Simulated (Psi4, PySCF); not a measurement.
Input for Psi4:
```
memory 2 GB

molecule mol {
0 3
Si    2.098800   -0.873000    0.892900
Si    1.094900    1.112000    0.257600
Si   -0.717300    0.797700   -1.162400
Si   -2.374600   -0.521200   -0.232300
H     3.280500   -0.736400    1.746500
H     1.154600   -1.721800    1.625400
H     2.525300   -1.643100   -0.279300
H     2.093500    2.032300   -0.310600
H     0.632100    1.835000    1.455500
H    -0.234300    0.176000   -2.408200
H    -1.281500    2.072900   -1.634200
H    -2.842000    0.042300    1.037700
H    -3.566900   -0.711800   -1.060400
H    -1.863200   -1.860900    0.071800
}

set {
  basis sto-3g
  reference uks
  scf_type pk
  puream true
  d_convergence 1e-8
  dft_radial_points 99
  dft_spherical_points 590
}

energy('bhhlyp')
print_variables()
```

Task: Write the same job for PySCF.

Result: This is not unique; one that fits is 
```python
from pyscf import gto, scf, dft

mol = gto.Mole()
mol.atom = '''
    Si    2.09880000   -0.87300000    0.89290000
    Si    1.09490000    1.11200000    0.25760000
    Si   -0.71730000    0.79770000   -1.16240000
    Si   -2.37460000   -0.52120000   -0.23230000
    H     3.28050000   -0.73640000    1.74650000
    H     1.15460000   -1.72180000    1.62540000
    H     2.52530000   -1.64310000   -0.27930000
    H     2.09350000    2.03230000   -0.31060000
    H     0.63210000    1.83500000    1.45550000
    H    -0.23430000    0.17600000   -2.40820000
    H    -1.28150000    2.07290000   -1.63420000
    H    -2.84200000    0.04230000    1.03770000
    H    -3.56690000   -0.71180000   -1.06040000
    H    -1.86320000   -1.86090000    0.07180000
'''
mol.basis = 'sto-3g'
mol.spin = 2
mol.verbose = 4
mol.build()

mf = dft.UKS(mol)
mf.xc = 'bhandhlyp'
mf.grids.atom_grid = (99, 590)
mf.grids.prune = None
mf.kernel()
```

Both were run: Psi4 gave -1150.256386 Eh and PySCF -1150.256386 Eh, 0.000 mEh apart.
